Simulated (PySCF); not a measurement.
C₂H₆F₂OSi, SMILES COC[SiH](F)F.

Geometry optimised at B3LYP-D3(BJ)/def2-SVP. The structure was generated by enumeration, and PubChem lists no compound with its InChIKey, so it may never have been made. One conformer was computed; it need not be the lowest.

Two levels are set side by side: TDDFT-PBE/def2-SVPD (PySCF) and TDDFT-ωB97X/def2-SVPD (PySCF). Vertical, same geometry. The lowest singlet is HOMO→LUMO 100 % with PBE and HOMO→LUMO 52 %, HOMO→LUMO+1 31 % with the other functional; states are paired by order. Differences are taken from unrounded values.

```json
[
 {"quantity": "lowest singlet excitation (eV)", "TDDFT-ωB97X": "7.48"},
 {"quantity": "lowest triplet excitation (TDA) (eV)", "TDDFT-ωB97X": "7.19"}
]
```

### Question
What does TDDFT-PBE give, and how far is it from TDDFT-ωB97X? (Estimate from the structure and the level; the computed values follow.)

### Answer

```csv
quantity,TDDFT-PBE,TDDFT-PBE minus TDDFT-ωB97X
lowest singlet excitation (eV),6.01,-1.48
lowest triplet excitation (TDA) (eV),5.77,-1.41
```

Functionals without exact exchange tend to place singlet excitations lower, as here. Differences between two approximate levels are no errors against the true value.

Rough cost on one machine, each run with all the roots and properties that it gave: TDDFT-ωB97X against TDDFT-PBE about 7 times.
